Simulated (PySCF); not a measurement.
# Electron correlation in As(2+) (arsenic, charge +2)

[Ar] 3d10 4s2 4p1, 2P determinant. All numbers are calculated (PySCF 2.14, scalar relativity by spin-free X2C-1e, in Sapporo-DKH3-DZP-2012 (6s5p3d1f, 43 functions)). Frozen: [Ar] 3d10; 3 electrons correlated.

MP2 pair energies summed by pair of shells (mhartree):

| pair | energy | share (%) |
| --- | --- | --- |
| 4s-4s | -18.58 | 57.3 |
| 4s-4p | -13.83 | 42.7 |

Total MP2 correlation energy: -32.42 mhartree.

Same-spin part -2.13 and opposite-spin part -30.28 mhartree; SCS-MP2 scales them by 1/3 and 6/5 to -37.05 mhartree.

```json
{"level": "CCSD", "correlation energy (mhartree)": "-47.11"}
{"level": "(T)", "correlation energy (mhartree)": "-0.42"}
{"level": "CCSD(T)", "correlation energy (mhartree)": "-47.53"}
```

Diagnostics: T1 = 0.0078, D1 = 0.0192, largest double amplitude 0.097.

Is a single reference adequate?

Mostly. T1 lies below 0.03, but a double amplitude of this size points to a near-degeneracy that CCSD handles and MP2 describes poorly.
